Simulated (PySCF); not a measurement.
CH5ClOSi. Atoms are numbered in the order given.

```xyz
9

Si    -0.0154    -0.2852     0.5006
C      1.7424    -0.8276     0.1475
O     -1.1558    -1.4425     0.1007
Cl    -0.3472     1.4722    -0.5905
H     -0.2595     0.0047     1.9450
H      1.9758    -1.7666     0.6900
H      2.4600    -0.0468     0.4715
H      1.8973    -0.9994    -0.9371
H     -1.1638    -1.7226    -0.8313
```

Coordinates come from a PBE-D3(BJ)/def2-SVP optimisation. One conformer was computed; it need not be the lowest.

Computed with PySCF with PBE0/pcSseg-1.

GIAO shieldings, no solvent; atoms alike by connectivity are averaged. δ = σ(ref) − σ: ²⁹Si against TMS (σ = 352.7 ppm); ¹³C against TMS (σ = 186.3 ppm); ¹⁷O against H2O (σ = 334.2 ppm); ³⁵Cl against HCl (σ = 945.9 ppm); ¹H against TMS (σ = 31.56 ppm), references at their B3LYP-D3(BJ)/def2-TZVP geometries, non-relativistic (without spin–orbit terms, shifts of atoms bonded to Cl or Br come out too high).

Computed chemical shifts:
```json
[
 {"nucleus": "²⁹Si", "atoms": "Si1", "count": "1", "δ (ppm)": "14.9"},
 {"nucleus": "¹³C", "atoms": "C2", "count": "1", "δ (ppm)": "9.3"},
 {"nucleus": "¹⁷O", "atoms": "O3", "count": "1", "δ (ppm)": "72.1"},
 {"nucleus": "³⁵Cl", "atoms": "Cl4", "count": "1", "δ (ppm)": "71.7"},
 {"nucleus": "¹H", "atoms": "H5", "count": "1", "δ (ppm)": "5.68"},
 {"nucleus": "¹H", "atoms": "H9", "count": "1", "δ (ppm)": "2.21"},
 {"nucleus": "¹H", "atoms": "H6, H7, H8", "count": "3", "δ (ppm)": "0.98"}
]
```
